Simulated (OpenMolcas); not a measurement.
Computed levels of 5d in ions with 69 electrons, in cm-1 above 2D 3/2.

```json
{"Program": "OpenMolcas 26.06", "Method": "RASSCF", "Basis": "ANO-RCC-VQZP", "Scalar Hamiltonian": "DKH2, point nucleus", "Spin-orbit coupling": "state interaction with AMFI integrals over the reference wave functions, term energies averaged over their components"}
```

Active space for each ion: 7 electrons in 8 orbitals (RAS1 5p, at most 2 holes; RAS2 5d).

| Level | Hf3+ | Ta4+ | W5+ | Os7+ |
| --- | --- | --- | --- | --- |
| 2D 5/2 | 5798 | 7594 | 9479 | 13974 |

Q: Estimate 2D 5/2 for Re6+ from its neighbours W5+ and Os7+.

A: 2D 5/2 is fine structure, which grows about as the fourth power of a screened charge, so the fourth roots are averaged: ((9479^0.25 + 13974^0.25) / 2)^4 = 11563. The calculation gives 11646, so the estimate is off by -0.7 %.

Without dynamic correlation excited terms often stand tens of per cent too high (terms of higher spin than the ground term too low), and those without a measured partner can miss by more than the paired ones. Active for correlation alone: 5p; no level in the range computed is led by a configuration that opens it, so any true level of that kind is missing. Levels of configurations outside the active space are missing.
